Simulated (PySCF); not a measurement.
C3H6FNSi, SMILES F[SiH2][C@H](C#C)N.

Geometry optimised at PBE-D3(BJ)/def2-SVP. The structure was generated by enumeration; whether it is a known compound was not checked. One conformer was computed; it need not be the lowest.

Method: TDA-CAM-B3LYP/def2-SVPD run with PySCF 2.14.0.

Vertical excitations. Gas-phase values at a fixed geometry.

Computed lowest excited states:
```json
[
 {"state": "S1", "energy (eV)": "5.58", "λ (nm)": "222", "f": "0.008", "main pairs": "HOMO→LUMO 72 %"},
 {"state": "S2", "energy (eV)": "6.25", "λ (nm)": "198", "f": "0.008", "main pairs": "HOMO→LUMO+1 29 %, HOMO→LUMO+3 24 %, HOMO→LUMO 9 %, HOMO−2→LUMO+3 7 %"},
 {"state": "S3", "energy (eV)": "6.39", "λ (nm)": "194", "f": "0.012", "main pairs": "HOMO−1→LUMO 19 %, HOMO→LUMO+1 16 %, HOMO−2→LUMO 15 %, HOMO→LUMO 7 %"},
 {"state": "S4", "energy (eV)": "6.57", "λ (nm)": "189", "f": "0.004", "main pairs": "HOMO→LUMO+1 38 %, HOMO−1→LUMO 16 %, HOMO→LUMO+3 12 %, HOMO−1→LUMO+3 8 %"},
 {"state": "S5", "energy (eV)": "6.76", "λ (nm)": "183", "f": "0.010", "main pairs": "HOMO−1→LUMO+3 37 %, HOMO−1→LUMO+1 9 %, HOMO−2→LUMO+3 9 %, HOMO−2→LUMO 8 %"},
 {"state": "S6", "energy (eV)": "7.18", "λ (nm)": "173", "f": "0.002", "main pairs": "HOMO→LUMO+2 39 %, HOMO→LUMO+4 21 %, HOMO−2→LUMO 13 %"},
 {"state": "S7", "energy (eV)": "7.39", "λ (nm)": "168", "f": "0.054", "main pairs": "HOMO→LUMO+3 34 %, HOMO−2→LUMO+1 19 %, HOMO−2→LUMO+3 18 %, HOMO−1→LUMO 7 %"},
 {"state": "S8", "energy (eV)": "7.46", "λ (nm)": "166", "f": "0.032", "main pairs": "HOMO→LUMO+5 42 %, HOMO→LUMO+6 28 %"},
 {"state": "S9", "energy (eV)": "7.66", "λ (nm)": "162", "f": "0.126", "main pairs": "HOMO→LUMO+4 33 %, HOMO→LUMO+2 19 %, HOMO−1→LUMO+1 14 %, HOMO→LUMO+3 10 %"},
 {"state": "S10", "energy (eV)": "7.73", "λ (nm)": "160", "f": "0.065", "main pairs": "HOMO−1→LUMO+1 56 %"},
 {"state": "T1", "energy (eV)": "4.98", "λ (nm)": "249", "f": "0", "main pairs": "HOMO→LUMO 33 %, HOMO→LUMO+3 8 %, HOMO−2→LUMO 8 %, HOMO−2→LUMO+3 6 %"},
 {"state": "T2", "energy (eV)": "5.24", "λ (nm)": "237", "f": "0", "main pairs": "HOMO→LUMO 29 %, HOMO−1→LUMO+3 13 %, HOMO−1→LUMO+2 10 %, HOMO→LUMO+2 8 %"},
 {"state": "T3", "energy (eV)": "5.53", "λ (nm)": "224", "f": "0", "main pairs": "HOMO−1→LUMO 21 %, HOMO→LUMO+3 18 %, HOMO−2→LUMO+3 11 %, HOMO−1→LUMO+2 10 %"},
 {"state": "T4", "energy (eV)": "5.91", "λ (nm)": "210", "f": "0", "main pairs": "HOMO−2→LUMO 25 %, HOMO→LUMO 21 %, HOMO−1→LUMO+3 11 %, HOMO→LUMO+6 7 %"}
]
```
Triplets are in the Tamm–Dancoff approximation.
